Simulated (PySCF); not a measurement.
## How methods differ on the excitation energy of Ca⁺

Ca⁺ [Ar] 4s1 (2S) → Ca⁺ [Ar] 3d1 (2D), as a difference of total energies. Computed with PySCF 2.14 in def2-QZVPPD, with the non-relativistic Hamiltonian (point nucleus). Correlated levels: valence and next inner shell: [Ne] frozen. The calculations carry no spin-orbit coupling.

```tsv
method	excitation energy (eV)
UHF	1.911
MP2 (valence and next inner shell)	1.840
SCS-MP2 (valence and next inner shell)	1.824
CCSD (valence and next inner shell)	1.833
CCSD(T) (valence and next inner shell)	1.846
```

Problem. How much does correlation contribute at CCSD(T) (valence and next inner shell)?

Solution. 1.846 − (1.911) = -0.065 eV, measured against UHF.

These non-relativistic numbers lack the scalar-relativistic shift.

Errors of the correlated levels include the incompleteness of this basis and the frozen core.

For comparison: 1.697 eV (measured; NIST levels, between the centres of gravity of the two terms).
